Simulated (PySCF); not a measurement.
Computed structure and properties of [Dy(PH3)]2+

System: [Dy(PH3)]2+ (singlet in the valence; each metal's 4f electrons, 10 of them, lie in its core potential, out of spins and levels); start: template (C3v). Method: PySCF 2.14.0, RKS PBE0, Dy lcecp-0-SVP with ECP56, P def2-SVP, H def2-SVP; non-relativistic Hamiltonian with scalar-relativistic core potentials where named; density fitting; no spin-orbit coupling.

Input of the relaxation:

```python
mol = gto.M(atom='''
Dy     0.00000     0.00000    -0.53481
P      0.00000     0.00000     2.51269
H      1.21001    -0.00000     3.25589
H     -0.60500     1.04790     3.25589
H     -0.60501    -1.04789     3.25589''',
    basis={'Dy': 'lcecp-0-SVP', 'P': 'def2-SVP', 'H': 'def2-SVP'},
    ecp={'Dy': 'lcecp-0-SVP'},
    charge=2, spin=0)
mf = dft.RKS(mol, xc='PBE0')
mf.grids.atom_grid = (50, 194)  # f atoms: unpruned, at least (60, 302)
mf = mf.density_fit()  # fitting sets: Dy AutoAux, P def2-universal-JKFIT, H def2-universal-JKFIT
mf.conv_tol = 1e-08; mf.max_cycle = 55
mf.kernel(dm0)  # dm0: converged density of the start geometry
# quasi-Newton relaxation in Cartesian coordinates to a largest gradient under 0.00045 Eh/bohr, steps kept in the point group
```

Run from Python with OMP_NUM_THREADS=2; the lines above give its settings. Where DIIS fails, smearing, a level shift and second-order steps follow.
It took 5.1 s on 2 threads of Arm Neoverse V2, on a shared host, from the converged density of the start.

Course of the relaxation:

```
step  energy above end (eV)  largest force component within the symmetry (eV/Å)
   0                 0.0786                                               1.083
   1                 0.0106                                               0.574
   2                 0.0004                                               0.135
   3                 0.0000                                               0.021
   4                 0.0000                                               0.011
```

Relaxed geometry (C3v):

```xyz
5

Dy    0.0000    0.0000   -0.5059
P     0.0000    0.0000    2.5901
H     1.2703    0.0000    3.2205
H    -0.6352    1.1001    3.2205
H    -0.6352   -1.1001    3.2205
```

```csv
contact,Å
Dy1–P2 (PH3),3.096
```

On the finer grid (75, 302):

- HOMO: not given (4f levels lie in the core)
- LUMO: not given (4f levels lie in the core)
- Dipole about the centre of mass: 0.51 D
- Set of Mulliken populations of Dy1 outside the core potential: s 2.17, p 6.06, d 0.15, f 0.00
- D3(BJ) dispersion energy (not in the energies): -0.117 eV

```
atom  Mulliken (e)  Löwdin (e)  spin (e)
 Dy1          1.62        1.47      0.00
  P2         -0.11        0.38      0.00
  H3          0.16        0.05      0.00
  H4          0.16        0.05      0.00
  H5          0.16        0.05      0.00
```

The 4f levels lie in the core potential and are missing. Their spin isn't counted.

A rough frequency check found all modes real, so this is a minimum.

Taking off one PH3 (charge 0, singlet; the rest: singlet) in vacuum, both parts rigid, costs 2.10 eV; the small basis without counterpoise inflates it. Parting with an electron moved from the ligand to the metal can be far cheaper, even downhill.

Rigid scan of PH3 along the line from its metal:

(distance to P2 (Å), energy (eV)): (2.80, 0.204), (2.90, 0.082), (3.00, 0.019), (3.10, 0.000), (3.20, 0.013), (3.30, 0.050), (3.50, 0.169)

One start shape was tried, so this needn't be the lowest isomer.

An lcecp potential fixes the number of 4f electrons, so in runs with it no electron can move into or out of that shell; real Dy(II) is rare or takes another configuration.
